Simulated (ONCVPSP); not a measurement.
**Cd: one change to an ONCV potential, before and after**

Cd, optimised norm-conserving Vanderbilt (ONCV), made with ONCVPSP 4.0.1 (PBE, non-relativistic). Core [Ar] 3d10, reference 4s2 4p6 4d10 5s2. Waves: 4s+5s: rc 1.35 bohr, ncon 3, nbas 7, qcut 7.7 1/bohr, 2 projectors; 4p: rc 1.60 bohr, ncon 3, nbas 6, qcut 10.3 1/bohr, 2 projectors, debl 2.3 Ha; 4d: rc 1.85 bohr, ncon 4, nbas 9, qcut 7.2 1/bohr, 3 projectors, debl 3.5 Ha. Local part: polynomial inside 0.95 bohr (lpopt 4, dvloc0 0 Ha). Core correction: polynomial model core, fcfact 0.55.

In the p channel the program set the typed energies aside and used -2.395, 0.250 Ha.

Change: p: qcut 14.9.

Cutoffs: the cutoffs (Ha) at which the residual kinetic energy of the hardest occupied pseudo-wave falls to 1 and 0.1 mHa per electron; they do not see the model core or the augmentation charge, which bear on the density cutoff. Errors are all-electron minus pseudo energies relative to the spin-unpolarised reference configuration.

Task: How do hardness, ghosts and transferability respond?

Result: The potential gets harder (24 Ha and 29 Ha → 24 Ha and 34 Ha); the errors of the 4 common tests hardly move; neither file shows a bound ghost. The waves are optimised to have the least kinetic energy above qcut, so the cutoff follows it (qcut²/2 in Ha).

| quantity | base | changed |
| --- | --- | --- |
| cutoff, loose | 24 Ha | 24 Ha |
| cutoff, tight | 29 Ha | 34 Ha |
| loose cutoff by channel | s 24 Ha, p 20 Ha, d 22 Ha | s 24 Ha, p 20 Ha, d 22 Ha |
| bound ghosts | none | none |
| GHOST(+) flags under 300 eV | s at 256.6 eV | s at 256.6 eV |
| error for 4s2 4p6 4d10 5s1, meV [ΔE 8.73 eV] | 0.0 | 0.0 |
| error for 4s2 4p6 4d10 5s0, meV [ΔE 25.00 eV] | -1.6 | -1.7 |
| error for 4s2 4p6 4d9 5s0, meV [ΔE 63.50 eV] | +10 | +9.9 |
| error for 4s2 4p6 4d9 5s2 5p1, meV [ΔE 13.55 eV] | +31 | +31 |
| s: phases at 1.37 bohr within 0.05 rad from the reference energy up to (Ha; the scan ends near 5) | to the end of the scan | to the end of the scan |
| p: phases at 1.63 bohr within 0.05 rad from the reference energy up to (Ha; the scan ends near 5) | to the end of the scan | to the end of the scan |
| d: phases at 1.88 bohr within 0.05 rad from the reference energy up to (Ha; the scan ends near 5) | to the end of the scan | to the end of the scan |
| rms error of d²Exc/dni dnj with the model core, mHa | 1.25 | 1.25 |
